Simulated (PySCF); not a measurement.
**How the method moves the HOMO and LUMO of `C#C[SiH2][SiH2]O`**

Compound: C2H6OSi2.
Geometry (PBE0-D3(BJ)/def2-SVP, Å), atoms numbered from 1 in this order:
```xyz
11
C2H6OSi2 angstrom
C      1.1655    2.0881    0.9260
C      1.1875    0.9253    0.5616
Si     1.0421   -0.8177   -0.0199
Si    -1.2882   -0.9996   -0.2977
O     -1.7906    0.5060   -0.8158
H      1.1785    3.1130    1.2538
H      1.6276   -1.7351    1.0030
H      1.8015   -0.9563   -1.2988
H     -1.6946   -1.9906   -1.3330
H     -1.9007   -1.3970    1.0103
H     -1.2904    1.2383   -0.4352
```

Basis pcSseg-2 throughout (PySCF), one geometry. The structure is a single PBE0-D3(BJ)/def2-SVP conformer in the gas phase; no vibrational or solvent corrections.

Problem. How do the orbital energies, the gap and the dipole change with the method?

Solution. 
| method | kind | HOMO (eV) | LUMO (eV) | gap (eV) | μ (D) | SCF cycles |
| --- | --- | --- | --- | --- | --- | --- |
| BLYP | GGA | -6.51 | -1.44 | 5.06 | 1.21 | 17 |
| OPBE | GGA | -6.61 | -1.50 | 5.10 | 1.17 | 16 |
| B97-D | GGA | -6.62 | -1.46 | 5.15 | 1.20 | 17 |
| PBE | GGA | -6.63 | -1.62 | 5.01 | 1.19 | 17 |
| KT2 | GGA | -6.68 | -1.68 | 5.01 | 1.15 | 17 |
| KT3 | GGA | -6.70 | -1.59 | 5.11 | 1.15 | 17 |
| BP86 | GGA | -6.73 | -1.67 | 5.06 | 1.19 | 16 |
| LDA | LDA | -6.74 | -1.83 | 4.91 | 1.21 | 16 |
| B97-2 | global hybrid | -7.56 | -0.75 | 6.81 | 1.26 | 15 |
| B3LYP | global hybrid | -7.60 | -0.92 | 6.67 | 1.27 | 15 |
| PBE0 | global hybrid | -7.79 | -0.75 | 7.04 | 1.27 | 15 |
| mPW1PW91 | global hybrid | -7.82 | -0.75 | 7.07 | 1.27 | 15 |
| BHandHLYP | global hybrid | -8.84 | 0.18 | 9.02 | 1.35 | 13 |
| CAM-B3LYP | range-separated hybrid | -9.08 | 0.30 | 9.38 | 1.32 | 12 |
| wB97X-D | range-separated hybrid | -9.59 | 1.00 | 10.59 | 1.30 | 13 |
| LC-wPBE | range-separated hybrid | -10.38 | 1.38 | 11.76 | 1.34 | 13 |
| HF | Hartree–Fock | -10.43 | 2.27 | 12.70 | 1.45 | 11 |

The HOMO spans 3.92 eV, from BLYP down to HF, and the gap runs from 4.91 eV (LDA) to 12.70 eV (HF). Over the methods BLYP (0 %), OPBE (0 %), B97-D (0 %), PBE (0 %), KT2 (0 %), KT3 (0 %), BP86 (0 %), LDA (0 %), B97-2 (21 %), B3LYP (20 %), PBE0 (25 %), mPW1PW91 (25 %), BHandHLYP (50 %), HF (100 %), a straight line through the gap against the share of exact exchange rises by 0.77 eV for each 10 % (correlation coefficient 0.999). The dipole ranges from 1.15 D (KT3) to 1.45 D (HF). This basis has no diffuse functions.
